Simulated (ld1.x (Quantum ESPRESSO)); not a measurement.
Co: ultrasoft pseudisation with PBE, fully relativistic reference atom.

ld1.x (Quantum ESPRESSO) 7.5 input, shortened:

```
&input
   title='Co', zed=27., rel=2, dft='PBE', iswitch=3,
   config='[Ar] 3d7 4s2 4p0', rel_dist='average'
 /
 &inputp
   pseudotype=3, tm=.true., lloc=-1, rcloc=1.20,
   nlcc=.true.
 /
6
4S  1  0   2.00   0.00  1.40  1.75  0.0
4S  1  0   0.00   0.25  1.40  1.75  0.0
3P  2  1   6.00   0.00  1.15  1.35  0.0
4P  3  1   0.00   0.00  1.15  1.35  0.0
3D  3  2   7.00   0.00  0.95  1.05  0.0
3D  3  2   0.00   4.00  0.95  1.05  0.0
 &test
   configts(1)='3p6 3d7 4s2 4p0'
 /
```

Open shells are filled in proportion to 2j + 1 (rel_dist='average').

All-electron outer shells of the reference configuration (PBE, scalar-relativistic, ld1.x):

```json
{"shell": "2p", "level (eV)": "-769.94", "outermost node (bohr)": "–", "outermost maximum (bohr)": "0.17"}
{"shell": "3s", "level (eV)": "-102.40", "outermost node (bohr)": "0.31", "outermost maximum (bohr)": "0.66"}
{"shell": "3p", "level (eV)": "-65.64", "outermost node (bohr)": "0.28", "outermost maximum (bohr)": "0.68"}
{"shell": "3d", "level (eV)": "-8.20", "outermost node (bohr)": "–", "outermost maximum (bohr)": "0.66"}
{"shell": "4s", "level (eV)": "-5.47", "outermost node (bohr)": "0.96", "outermost maximum (bohr)": "2.32"}
{"shell": "4p", "level (eV)": "-1.28", "outermost node (bohr)": "1.05", "outermost maximum (bohr)": "3.25"}
```

(1) Is a potential produced?

Answers

(1) No. ld1.x (Quantum ESPRESSO) 7.5 stopped with "run_pseudo: Errors in PS-KS equation": the pseudo-atom solver did not find the valence states with the expected number of nodes, which is the usual sign of a ghost state. Before that it printed "Warning: n=1, l=0 expected 0 nodes, found 1".
